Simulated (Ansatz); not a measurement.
Reaction (formal exchange of groups at a C–Si bond): `C[Si](O)(O)[SiH3]` + `F[SiH2]Cl` → `C[SiH](F)Cl` + `O[SiH](O)[SiH3]`

Isolated molecules relaxed with PBE0-D4/def2-TZVP in Ansatz; ΔE leaves out vibrations. CCSD(T)/CBS adds triple-zeta CCSD(T) − MP2 to the extrapolated MP2 energy (def2 sets, frozen cores). This one scheme is used for every species. Each species was taken in one conformer, which may not be the lowest.

```json
{"species": "`C[Si](O)(O)[SiH3]`", "SCS-MP2/def2-TZVPP energy (Eh)": "-771.24980"}
{"species": "`F[SiH2]Cl`", "SCS-MP2/def2-TZVPP energy (Eh)": "-849.78207"}
{"species": "`C[SiH](F)Cl`", "SCS-MP2/def2-TZVPP energy (Eh)": "-889.02566"}
{"species": "`O[SiH](O)[SiH3]`", "SCS-MP2/def2-TZVPP energy (Eh)": "-732.01061"}
```

Q: Work out ΔE.

A: ΔE = (-889.02566) + (-732.01061) − (-771.24980) − (-849.78207) = -0.00440 Eh = -11.6 kJ/mol. CCSD(T)/CBS gives -11.3 kJ/mol.

Largest T1 diagnostic among the species: 0.013.
